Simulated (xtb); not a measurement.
Species: C$_{2}$H$_{3}$B, SMILES `BC#C` (charge 0, multiplicity 1).

Give a relaxed geometry from GFN2-xTB (xtb).

the end point of this relaxation (outside a Z-matrix the atoms follow the SMILES, hydrogens last).
Bond lengths (Å): B1–C2 1.497, B1–H4 1.170, B1–H5 1.170, C2–C3 1.207, C3–H6 1.052. Angles (°): C2–B1–H4 119.3, C2–B1–H5 119.7, H4–B1–H5 121.0, B1–C2–C3 179.5, C2–C3–H6 179.6.
